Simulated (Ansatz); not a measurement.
C3H8BN can be A, `NCC1BC1`, or B, `CCN1BC1`.

Computed with Ansatz on PBE0-D4/def2-TZVP structures; ΔE is electronic, products minus reactants. CCSD(T)/CBS adds triple-zeta CCSD(T) − MP2 to the extrapolated MP2 energy (def2 sets, frozen cores). Functionals use def2-TZVPP. B3LYP here is the variant with VWN-RPA as its local correlation; programs differ in this. One conformer a species, not always the lowest.

A:

Z-matrix (Å, degrees):
```
C
C 1 1.510
N 1 1.454 2 111.2
H 1 1.101 2 108.0 3 126.1
H 1 1.097 2 109.9 3 -118.6
C 2 1.537 1 118.1 3 65.9
B 2 1.527 1 119.8 3 134.9
H 2 1.089 1 114.0 3 -75.0
H 3 1.013 1 110.9 2 177.7
H 3 1.013 1 110.3 2 58.7
H 6 1.088 2 116.6 1 -1.9
H 6 1.087 2 117.7 1 -139.7
H 7 1.185 2 149.0 1 69.6
```

B:

Z-matrix (Å, degrees):
```
C
C 1 1.514
H 1 1.092 2 110.8
H 1 1.092 2 110.5 3 120.0
H 1 1.092 2 110.8 3 -119.9
N 2 1.426 1 111.4 3 60.0
H 2 1.097 1 110.5 3 -61.3
H 2 1.098 1 110.5 3 -178.8
C 6 1.463 2 134.8 1 180.0
B 6 1.341 2 157.6 1 0.0
H 9 1.092 6 116.4 2 -68.9
H 9 1.092 6 116.4 2 68.9
H 10 1.184 6 145.0 2 -0.0
```

Question: Which isomer does CCSD(T)/CBS put lower? Give the gap. (An estimate is asked.)

Answer: Computed: B, by 103.0 kJ/mol.

Question: Give E(B) − E(A) in kJ/mol with CCSD/def2-TZVPP, ωB97M-V, CCSD(T)/def2-TZVPP, HF/def2-TZVPP, B3LYP-D4, B2PLYP, MP2/def2-TZVPP. (Best estimate.)

Answer: Ansatz gave: CCSD/def2-TZVPP -102.8, ωB97M-V -101.3, CCSD(T)/def2-TZVPP -105.5, HF/def2-TZVPP -98.4, B3LYP-D4 -109.1, B2PLYP -109.3, MP2/def2-TZVPP -107.0. None reverses the order clearly.

Largest T1 diagnostic: 0.012.

In def2-TZVPP, CCSD(T) changes the Hartree–Fock value by −7.1 kJ/mol (the triples alone add −2.7 kJ/mol) and MP2 by −8.5 kJ/mol. From PBE to PBE0 (25 % exact exchange), in def2-TZVPP and without D4, E(B) − E(A) moves by +4.7 kJ/mol.
